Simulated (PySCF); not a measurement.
**Nb(38+): ionisation energy**

Nb(38+) [He] 2s1 [2s1/2^1, M_J = 1/2] → Nb(39+) 1s2, as a difference of total energies. All numbers are calculated (PySCF 2.14, the two-component X2C-1e Hamiltonian, in an uncontracted even-tempered set (17 s from 17 bohr⁻², ratio 2.4; 12 p from 23 bohr⁻², ratio 2.4; 5 d from 70 bohr⁻², ratio 2.6; 4 f from 100 bohr⁻², ratio 2.6)). Correlated levels: nothing frozen; the 32 highest virtual spinors dropped. "Screened" scales the spin-orbit matrix elements by Boettger's factors to mimic the two-electron term; Breit and QED terms are absent.

| method | ionisation energy (eV) |
| --- | --- |
| GHF (screened spin-orbit) | 5429.3 |
| GMP2 (screened spin-orbit) | 5429.5 |

For this ion Breit and QED terms and the two-electron picture change, all absent here, outweigh the correlation shift from GHF to GMP2.

For comparison: 5426.1 eV (theoretical estimate listed by NIST; NIST Atomic Spectra Database, ionization energies).
